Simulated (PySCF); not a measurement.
# TlC: frontier orbitals

PBE0 at R = 2.302 Å; PySCF, scalar-relativistic core potentials, basis sets Tl def2-SVP with ECP60, C def2-SVP. State: ⁴Σ⁻ (quartet), unpaired electrons σ ↑, π ↑↑. Only the outer orbitals are listed, counted within each symmetry, core potentials removing the inner ones.

| spin | orbital | occ. | ε (eV) | on Tl (%) | main shells (%) |
| --- | --- | --- | --- | --- | --- |
| α | 5σ | 1 | -15.39 | 29 | 71 C s, 14 Tl d, 12 Tl s |
| α | 6σ | 1 | -10.62 | 75 | 74 Tl s, 13 C s, 12 C p |
| α | 3π | 1 | -6.12 | 14 | 86 C p, 13 Tl p |
| α | 3π | 1 | -6.12 | 14 | 86 C p, 13 Tl p |
| α | 7σ | 1 | -5.97 | 38 | 62 C p, 26 Tl p, 10 Tl s |
| α | 4π | 0 | -1.46 | 88 | 88 Tl p, 12 C p |
| α | 4π | 0 | -1.46 | 88 | 88 Tl p, 12 C p |
| α | 8σ | 0 | 0.75 | 96 | 91 Tl p, 11 C p |
| β | 5σ | 1 | -12.51 | 51 | 47 C s, 45 Tl s |
| β | 6σ | 1 | -8.83 | 60 | 52 Tl s, 39 C s |
| β | 3π | 0 | -2.09 | 81 | 81 Tl p, 19 C p |
| β | 3π | 0 | -2.09 | 81 | 81 Tl p, 19 C p |
| β | 7σ | 0 | -1.68 | 46 | 46 C p, 43 Tl p |

**Question.** Which are the highest filled and the lowest empty level, where do they sit, and how wide is the gap?

**Answer.** Highest filled α 7σ at -5.97 eV (in %: 62 C p, 26 Tl p, 10 Tl s); lowest empty β 3π at -2.09 eV (in %: 81 Tl p, 19 C p); the gap at PBE0 is 3.88 eV.

The bond order (Mayer) is 1.11, the ⟨S²⟩ is 3.754 and the charge on Tl (Mulliken, basis-dependent) is 0.35. The charge on Tl (Löwdin, basis-dependent) is 0.24, the dipole moment (positive dipole means Tl(−)C(+)) is -3.24 D and the polarisability along the bond is 71.0 bohr³. The polarisability across the bond is 33.6 bohr³.

These are scalar-relativistic numbers at best; spin–orbit coupling would shift them, the dissociation energy most. The state is the lowest determinant that a PBE0 search found; another state may lie lower at other levels.
